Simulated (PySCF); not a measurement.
## Working out the ionisation energy of Br⁺

Br⁺ [Ar] 3d10 4s2 4p4 (3P) → Br²⁺ [Ar] 3d10 4s2 4p3 (4S). All numbers are calculated (PySCF 2.14, the spin-free X2C one-electron Hamiltonian (Gaussian nucleus), in cc-pVDZ-DK (5s4p2d, 27 functions)). Frozen: [Ar] 3d10. Energies in hartree (1 hartree = 27.21139 eV):

```csv
part,Br⁺ (lower),Br²⁺ (upper)
UHF,-2603.903032,-2603.159525
CCSD correlation,-0.086982,-0.070588
(T),-0.000779,-0.000539
```

Problem. What does Hartree-Fock give?

Solution. (-2603.159525) − (-2603.903032) = 0.743507 hartree = 20.232 eV.

Problem. What do CCSD and CCSD(T) give?

Solution. The CCSD correlation energies differ by 0.016394 hartree = 0.446 eV and the triples by 0.000240 hartree = 0.007 eV, so CCSD gives 20.678 eV and CCSD(T) 20.685 eV.

Measured between the centres of the two terms (NIST): 21.409 eV, so CCSD(T) (valence) is off by -0.724 eV.

A double-zeta basis recovers only part of the correlation energy.

What remains against the reference includes basis incompleteness, the frozen core and higher excitations.
